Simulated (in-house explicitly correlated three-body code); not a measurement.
Computed with an exponentially correlated three-body code. Model: two electrons around a point charge, non-relativistic, variational in 260 exponentially correlated functions (energies converged to about 1e-7 hartree, or 1e-8 relative for large Z).

Command:
```bash
python run_hyl.py task.json out
```
Settings (lengths in bohr, energies in hartree):
```
Z                      4
nuclear_mass           2
interaction_strength   1
functions              260
states_tried           13
```

Run time, properties included: 67 s on 1 thread of Arm Neoverse N1 (shared host).

**Those bound S and P states to n = 4 that converged, binding against the one-electron ion.**

Given: nuclear charge 4; mass of the centre 2 electron masses.

Computed: one-electron threshold -5.33333333 hartree.

```
term  energy (hartree)  binding (eV)
1 1S       -9.19762754        105.15
2 3P       -6.42869713        29.806
2 3S       -6.21991703        24.125
2 1S                 ?             ?
2 1P       -6.02642756         18.86
3 3S       -5.72058319        10.538
4 3S       -5.54934971        5.8781
```

Q: What belongs in the row 2 1S?

A: energy (hartree): -6.21251864; binding (eV): 23.924.

**Converged states only, values per electron or pair.**

```json
{"term": "1 1S", "mean r (bohr)": "0.60863", "mean r squared (bohr²)": "0.49858", "mean inverse r (1/bohr)": "2.4982", "mean r12 (bohr)": "0.84465", "mean inverse r12 (1/bohr)": "1.5906", "mean cosine": "0.095378", "mean p1 dot p2 (bohr⁻²)": "-0.59072", "delta r1 (bohr⁻³)": "5.2655", "delta r12 (bohr⁻³)": "0.54139"}
{"term": "2 3P", "mean r (bohr)": "1.1468", "mean r squared (bohr²)": "2.0319", "mean inverse r (1/bohr)": "1.69", "mean r12 (bohr)": "1.8412", "mean inverse r12 (1/bohr)": "0.66276", "mean cosine": "-0.023231", "mean p1 dot p2 (bohr⁻²)": "-1.0369", "delta r1 (bohr⁻³)": "2.9531", "delta r12 (bohr⁻³)": "-"}
{"term": "2 3S", "mean r (bohr)": "1.5627", "mean r squared (bohr²)": "4.0194", "mean inverse r (1/bohr)": "1.6112", "mean r12 (bohr)": "2.6075", "mean inverse r12 (1/bohr)": "0.44937", "mean cosine": "0.053535", "mean p1 dot p2 (bohr⁻²)": "-0.10382", "delta r1 (bohr⁻³)": "3.2631", "delta r12 (bohr⁻³)": "-"}
{"term": "2 1S", "mean r (bohr)": "1.5659", "mean r squared (bohr²)": "4.0733", "mean inverse r (1/bohr)": "1.6203", "mean r12 (bohr)": "2.6186", "mean inverse r12 (1/bohr)": "0.5373", "mean cosine": "0.021961", "mean p1 dot p2 (bohr⁻²)": "-0.42075", "delta r1 (bohr⁻³)": "3.2583", "delta r12 (bohr⁻³)": "0.099282"}
{"term": "2 1P", "mean r (bohr)": "1.701", "mean r squared (bohr²)": "4.9237", "mean inverse r (1/bohr)": "1.56", "mean r12 (bohr)": "2.8619", "mean inverse r12 (1/bohr)": "0.42703", "mean cosine": "0.05837", "mean p1 dot p2 (bohr⁻²)": "-0.059609", "delta r1 (bohr⁻³)": "3.0922", "delta r12 (bohr⁻³)": "0.0038564"}
{"term": "3 3S", "mean r (bohr)": "?", "mean r squared (bohr²)": "?", "mean inverse r (1/bohr)": "?", "mean r12 (bohr)": "?", "mean inverse r12 (1/bohr)": "?", "mean cosine": "?", "mean p1 dot p2 (bohr⁻²)": "?", "delta r1 (bohr⁻³)": "?", "delta r12 (bohr⁻³)": "-"}
{"term": "4 3S", "mean r (bohr)": "5.4922", "mean r squared (bohr²)": "61.297", "mean inverse r (1/bohr)": "1.4034", "mean r12 (bohr)": "10.431", "mean inverse r12 (1/bohr)": "0.12813", "mean cosine": "0.014825", "mean p1 dot p2 (bohr⁻²)": "-0.070191", "delta r1 (bohr⁻³)": "3.0475", "delta r12 (bohr⁻³)": "-"}
```

Q: What belongs in the row 3 3S?

A: mean r (bohr): 3.1912; mean r squared (bohr²): 19.432; mean inverse r (1/bohr): 1.4576; mean r12 (bohr): 5.8378; mean inverse r12 (1/bohr): 0.21944; mean cosine: 0.02505; mean p1 dot p2 (bohr⁻²): -0.10134; delta r1 (bohr⁻³): 3.0887.
